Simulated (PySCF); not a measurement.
Al(H)(F)(OH), SMILES [F][AlH][OH] at its B3LYP/def2-SVP optimised geometry (Å):

```
5

Al    -0.4093    -0.5031     0.0000
H     -1.1966    -1.8518    -0.0005
F      1.2572    -0.5031     0.0000
O     -1.2572     0.9614     0.0000
H     -0.8949     1.8518     0.0049
```

Computed with B3LYP/def2-TZVP (PySCF).

Map of the electron localisation function on the plane z = 0.8 Å:

```
|                           |
|                           |
|                           |
|                           |
|         .::.              |
|         :--:              |
|       ..-==-.             |
|     .::-=+=-.             |
|    .-=++++=:.             |
|    :=*###*+-.             |
|    :+*#%%#*=:             |
|    :=+##%##+.  .::..      |
|    .:-+*##*-. :-==-:      |
|      .:-=-.  .=+**+-.     |
|         .    :+*##+-.     |
|        ..    :+*##*-.     |
|      :=##=.  :+***+-.     |
|     =%@@@@#-..-=+=-:      |
|    :%@@@@@@#: .::::.      |
|    -@@@@@@@@-   ..        |
|    :%@@@@@@@=             |
|    .#@@@@@@@=             |
|     -%@@@@@%-             |
|      -#@@@%+.             |
|       .:--:               |
|                           |
|                           |
```
Scale: ten equal steps from 0.000 (start of ' ') to 1.000 (end of '@'), in the order ' .:-=+*#%@'; x runs from -4.00 to 4.00, y from -4.00 (bottom) to 4.00 (top).
